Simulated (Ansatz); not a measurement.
A made-up structure of H2TeO2, singlet:

```
5
angstrom
O -0.8895 -0.6574 -1.0633
Te -0.1139 -0.9126 0.7065
O 1.3964 0.3099 0.5550
H -0.3479 -1.2785 2.3397
H 1.1232 1.1885 0.8350
```

It is relaxed with PBE-D4/def2-SVP and then PBE0-D4/def2-TZVP (Ansatz 0.2.0). Atoms count as bonded within 1.22 times the sum of their covalent radii (H–H: 0.88 Å). The end point is not checked to be a true minimum.

Problem. Does its bonding change? (A judgement: the text doesn't fix the answer.)

Solution. By the calculation: No: no bond forms or breaks.

Where it ends: The first stage lowers the energy by 2.53 eV in 9 steps. It ends as H₂TeO₂ ([O][TeH][OH]):
O1  (-0.997, -0.508, -0.580)
Te2  (0.256, -1.205, 0.489)
O3  (1.452, 0.292, 0.802)
H4  (-0.501, -1.038, 2.009)
H5  (0.958, 1.109, 0.653)
(Å)

Labels in which every atom is bracketed show which atoms are joined, not bond orders.

For scale, one of the runs: PBE0-D4/def2-TZVP relaxation, 124 basis functions, launched by `ansatz run in.yaml --threads 2 --pin off --events-out ev --progress --plain --max-ram 4352MiB`. The run took about 33 s on 2 CPU threads of an Intel Xeon Platinum 8259CL (shared host).
